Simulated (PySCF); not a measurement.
Correlation energy of B²⁺ (boron, charge +2)

[He] 2s1, 2S determinant. Computed with PySCF 2.14 in x2c-TZVPPall with one added diffuse shell each of s, p, d type (6s4p3d1f, 40 functions), with scalar relativity by spin-free X2C-1e. Frozen: nothing; 3 electrons correlated.

```json
{"level": "CCSD", "correlation energy (mhartree)": "-15.70"}
{"level": "(T)", "correlation energy (mhartree)": "-0.01"}
{"level": "CCSD(T)", "correlation energy (mhartree)": "-15.71"}
{"level": "CCSDT", "correlation energy (mhartree)": "-15.71"}
```

Diagnostics: T1 = 0.00048, D1 = 0.0010, largest double amplitude 0.015.

Cost of the coupled-cluster step: of the order of 0.4 core-seconds, for 3 correlated electrons.

This basis was not built for core-valence correlation, so the inner-shell part is incomplete.
